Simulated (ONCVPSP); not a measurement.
## What one change does to a pseudopotential (chlorine (Cl), ONCV)

```json
{
 "Element": "Cl",
 "Generator": "ONCVPSP 4.0.1",
 "Type": "optimised norm-conserving Vanderbilt (ONCV)",
 "Functional": "BLYP",
 "Relativity": "scalar-relativistic",
 "Frozen core": "[Ne]",
 "Valence charge": "7",
 "Reference configuration": "3s2 3p4.75 (charge +0.25)",
 "Partial waves": "3s: rc 1.20 bohr, ncon 4, nbas 8, qcut 4.3 1/bohr, 3 projectors, debl 1 Ha; 3p: rc 1.05 bohr, ncon 4, nbas 7, qcut 6.7 1/bohr, 2 projectors, debl 3.6 Ha",
 "Local potential": "polynomial inside 1.05 bohr (lpopt 5, dvloc0 6 Ha)",
 "Core correction": "none"
}
```

Change: s: qcut 2.9.

Cutoffs: the cutoffs (Ha) at which the residual kinetic energy of the hardest occupied pseudo-wave falls to 1 and 0.1 mHa per electron; they do not see the model core or the augmentation charge, which bear on the density cutoff. Errors are all-electron minus pseudo energies relative to the spin-unpolarised reference configuration.

Question: What does the change do?

Answer: The potential gets neither clearly harder nor softer (105 Ha and 134 Ha → 105 Ha and 134 Ha); both files keep a bound ghost (p, s); the errors of the 4 common tests hardly move.

```csv
quantity,base,changed
"cutoff, loose",105 Ha,105 Ha
"cutoff, tight",134 Ha,134 Ha
loose cutoff by channel,"s 58 Ha, p 105 Ha","s 104 Ha, p 105 Ha"
bound ghosts,"s, p","s, p"
GHOST(+) flags under 300 eV,none,none
"error for 3s2 3p5, meV [ΔE -2.43 eV]",+0.2,+0.2
"error for 3s2 3p4, meV [ΔE 11.30 eV]",+0.7,+0.9
"error for 3s2 3p3, meV [ΔE 36.60 eV]",+12,+13
"error for 3s2 3p2, meV [ΔE 74.77 eV]",+57,+63
s: phases at 1.22 bohr within 0.05 rad from the reference energy up to (Ha; the scan ends near 5),to the end of the scan,to the end of the scan
p: phases at 1.07 bohr within 0.05 rad from the reference energy up to (Ha; the scan ends near 5),to the end of the scan,to the end of the scan
```

 A true bound ghost makes a file unfit for plane-wave use even where its test errors are small: the radial tests pick states by their node count and pass the ghost by.
